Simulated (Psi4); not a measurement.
Relaxed torsion scan: SMILES c1(sc(cc1)C=O)[Si](C)(C)C. Scanned: dihedral S11–C8–C9–O10; all other coordinates were relaxed at GFN2-xTB. Points at φ and −φ are mirror images.

Geometry of the scan point at -100° (Å):
```
23

C     -1.5356     2.1674    -0.2636
Si    -1.3788     0.2764    -0.0815
C     -2.3672    -0.3508     1.4195
C     -1.9317    -0.5961    -1.6830
C      0.4459    -0.1294     0.2032
C      1.0422    -0.7913     1.2343
C      2.4370    -0.9415     1.0908
C      2.9147    -0.3564    -0.0440
C      4.2852    -0.3510    -0.5817
O      4.8213    -1.2822    -1.1144
S      1.6299     0.3439    -0.9719
H     -2.5606     2.4598    -0.4693
H     -0.9185     2.5316    -1.0797
H     -1.2219     2.6822     0.6398
H     -2.2686    -1.4248     1.5412
H     -2.0369     0.1196     2.3402
H     -3.4231    -0.1310     1.3006
H     -1.3297    -0.2754    -2.5282
H     -1.8340    -1.6748    -1.6018
H     -2.9693    -0.3762    -1.9148
H      0.4931    -1.1721     2.0764
H      3.0678    -1.4423     1.8038
H      4.7874     0.6387    -0.5162
```

Method: PBE-D3(BJ)/def2-SVP // GFN2-xTB (Psi4).

Scanned values (°): -160, -140, -120, -100, -80, -60, -40, -20, 0, 20, 40, 60, 80, 100, 120, 140, 160, 180.

At which scan points does the profile have its minima and maxima, and how high do they lie?

Lower than their neighbours: 0° (0.0 kcal/mol), 180° (0.8 kcal/mol). Higher than their neighbours: -100° (11.9 kcal/mol), 100° (11.9 kcal/mol). The whole profile spans 11.9 kcal/mol.
